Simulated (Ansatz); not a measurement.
Reaction (formal exchange of groups at the Si–O bond): `O[SiH2]OCS` + `[CH3][AlH][OH]` → `[CH3][Al]([OH])[SiH2]O` + `OCS`

Gas-phase electronic energies from Ansatz, PBE0-D4/def2-TZVP geometries. CCSD(T)/CBS adds triple-zeta CCSD(T) − MP2 to the extrapolated MP2 energy (def2 sets, frozen cores). Functionals use def2-TZVPP. B3LYP here is the variant with VWN-RPA as its local correlation; programs differ in this. Each species was taken in one conformer, which may not be the lowest.

| level | ΔE (kJ/mol) |
| --- | --- |
| PBE-D4 | 116.1 |
| PBE0-D4 | 122.5 |
| B3LYP-D4 | 138.9 |
| PBE0 | 119.2 |
| HF/def2-TZVPP | 150.0 |
| CCSD/def2-TZVPP | 138.8 |
| CCSD(T)/def2-TZVPP | 138.4 |
| CCSD/CBS(def2) | 137.5 |

**Question.** What does CCSD(T)/CBS give? (Best estimate.)

**Answer.** The calculation gave: +137.1 kJ/mol. The listed levels differ from it by -21.0, -14.6, 1.8, -17.9, 12.9, 1.7, 1.3, 0.4 kJ/mol.

Largest T1 diagnostic among the species: 0.012.

From PBE to PBE0 (25 % exact exchange), in def2-TZVPP and without D4, ΔE moves by +7.2 kJ/mol. The D4 term adds +6.7 kJ/mol with B3LYP and +3.3 kJ/mol with PBE0; it sums over pairs of atoms, weighted by their polarisabilities, and B3LYP, whose exchange is more repulsive, gets the larger term.
